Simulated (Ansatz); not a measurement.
```xyz
2

B     0.0000    0.0000   -1.2710
Al    0.0000    0.0000    1.2710
```

Basis set: 6-31G (spherical functions). Correlated methods keep 6 orbitals frozen. Charge 0, multiplicity 3.

Computed with Ansatz (development build ahead of 0.2.0); the reference of a correlated method needn't be the lowest determinant of its kind.

Give the atomization energy at this shape (free ground-state atoms in the same class of orbitals less the molecule, no zero-point energy) of triplet AlB by UHF-BCCD(T), UHF-CCSD(T).

| method | atomization energy |
| --- | --- |
| UHF-BCCD(T) | 29.29 kcal/mol |
| UHF-CCSD(T) | 29.19 kcal/mol |

Caution: the reference determinant was not shown to be the lowest; the shape is not the minimum.

This basis has no polarisation functions and is too small for such energies, which can lie far from measured ones in either direction.
